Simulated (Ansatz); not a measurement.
Born–Oppenheimer molecular dynamics of C₂H₆BNa (10 atoms, charge 0, multiplicity 1). It starts at the highest image of a converged band. Of that band: Neighbouring images differ by up to 1.5 eV, so the band resolves the path poorly. A vibrational analysis at the climbing image gives one clearly imaginary mode, 1199i cm⁻¹: a first-order saddle point.

The calculation used RKS r2SCAN-D4/def2-SVP in Ansatz.

```json
{
  "ensemble": "NVE (velocity Verlet)",
  "time step": "0.5 fs",
  "steps asked": "200",
  "starting velocities drawn for": "100 K",
  "seed": "12548"
}
```

First frame:

```xyz
10
Properties=species:S:1:pos:R:3
C -0.370 1.243 -0.433
B -0.213 -0.315 -0.136
C 1.058 -0.893 0.369
Na -2.145 -1.895 -0.542
H 0.597 1.782 -0.386
H -1.060 1.726 0.281
H -0.796 1.438 -1.432
H 1.200 -1.945 0.649
H -0.239 -0.860 1.080
H 1.968 -0.280 0.549
```

(1) How far do the bonds stretch over the last three quarters of this one trajectory? (Pairs bonded in most of those frames.)

## Answers

(1) 
| bond | mean (Å) | spread (Å) | shortest | longest |
| --- | --- | --- | --- | --- |
| C1–B2 | 1.584 | 0.045 | 1.52 | 1.68 |
| C1–H5 | 1.112 | 0.008 | 1.09 | 1.13 |
| C1–H6 | 1.117 | 0.012 | 1.10 | 1.14 |
| C1–H7 | 1.106 | 0.022 | 1.07 | 1.14 |
| B2–C3 | 1.601 | 0.055 | 1.51 | 1.71 |
| B2–Na4 | 2.600 | 0.062 | 2.48 | 2.66 |
| C3–H8 | 1.105 | 0.011 | 1.08 | 1.13 |
| C3–H9 | 1.120 | 0.042 | 1.05 | 1.20 |
| C3–H10 | 1.118 | 0.018 | 1.08 | 1.16 |

Mean temperature of the second half: 473 K. The conserved energy stayed within 0.11 meV per atom of its start (net change -0.061 meV per atom), so the integration is sound. The system heated up, since it started high on the potential surface and ran downhill. A run of 0.1 ps of so small a system gives no equilibrium averages. The orbitals stay closed-shell, which can raise the energy where a bond breaks towards radicals; this wasn't checked here.

The run took 9.7 min on 2 threads of Arm Neoverse V2, on a shared host, peak memory 0.14 GiB.
